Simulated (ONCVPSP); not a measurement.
**Varying the ONCV potential for Cd (Z = 48)**

Base potential:

ONCVPSP 4.0.1 input, shortened (lines: element, Z, core and valence counts, functional; n l f; lmax; l rc ep ncon nbas qcut; lloc lpopt rc5 dvloc0; l nproj debl; icmod fcfact rcfact), PBEsol, scalar-relativistic:

```
  Cd 48.00    6    4  -116133      upf
    1    0    2.00
    2    0    2.00
    2    1    6.00
    3    0    2.00
    3    1    6.00
    3    2   10.00
    4    0    2.00
    4    1    6.00
    4    2   10.00
    5    0    2.00
    2
    0    1.30    0.00    4    8    8.90
    1    1.55    0.00    4    8    7.00
    2    1.15    0.00    4    8    9.70
    4    5    1.10    4.00
    0    2    1.10
    1    1    2.80
    2    3    1.40
    3    5.50    1.65
```

Cutoffs, loose and tight: the cutoffs (Ha) at which the residual kinetic energy of the hardest occupied pseudo-wave falls to 1 and 0.1 mHa per electron. They do not see the model core or the augmentation charge, which bear on the density cutoff. Test errors are all-electron minus pseudo excitation energies from the reference, over the configurations 4s2 4p6 4d10 5s1; 4s2 4p6 4d10 5s0; 4s2 4p6 4d9 5s0; 4s2 4p6 4d9 5s2. A dash means not determined; rows that change the core or the reference have their own tests.

A true bound ghost makes a file unfit for plane-wave use even where its test errors are small: the radial tests pick states by their node count and pass the ghost by.

```tsv
change	outcome	cutoff, loose	cutoff, tight	bound ghosts	GHOST(+) flags above zero	largest test error (meV)
base	generated	37 Ha	45 Ha	d	d	-6.8
core correction Teter function, fcfact 2.8, rcfact 1.65	generated	37 Ha	45 Ha	d	d	-6.8
local potential polynomial inside 1.10 bohr (lpopt 5, dvloc0 7.5 Ha)	generated	37 Ha	45 Ha	none	d	-9.3
core correction Teter function, fcfact 5.5, rcfact 1.08	generated	37 Ha	45 Ha	d	d	-6.9
local potential polynomial inside 1.00 bohr (lpopt 2, dvloc0 2 Ha)	generated	37 Ha	45 Ha	d	d	-7.8
p: qcut 6.6	generated	37 Ha	45 Ha	d	d	-7.0
s: nbas 9	generated	37 Ha	45 Ha	d	s, d	-6.9
core correction none	generated	37 Ha	45 Ha	d	d	-6.7
```
